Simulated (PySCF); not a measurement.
Finite-field polarisability of Xe (xenon, neutral)

[Xe], closed-shell 1S. Computed with PySCF 2.14 in aug-cc-pwCVTZ-DK3 with one added diffuse shell each of s, p, d, f type (11s10p8d5f1g, 125 functions), with the spin-free X2C one-electron Hamiltonian (Gaussian nucleus). Frozen: [Kr] 4d10. Energy changes in a uniform field (μhartree):

```csv
axis,F (au),HF,MP2,CCSD,CCSD(T)
x,0.0027,-97.616,-100.621,-100.432,-101.067
x,0.0054,-390.607,-402.652,-401.895,-404.439
```

(1) Derive α along x at CCSD(T) from the two fields.

(2) And the mean polarisability at each level?

The same two fields give the second hyperpolarisability, to two digits from the fit; its basis error is larger: HF 5400, MP2 6300, CCSD 6200, CCSD(T) 6500 au.

## Answers

(1) With ΔE = −αF²/2 − γF⁴/24, α = −(16 ΔE(F) − ΔE(2F))/(6F²) = 27.72 bohr³.

(2) HF 26.78, MP2 27.60, CCSD 27.55, CCSD(T) 27.72 bohr³. Reference: 27.32 ± 0.2 bohr³ (recommended; Schwerdtfeger and Nagle, table of static dipole polarizabilities (2023 update)).
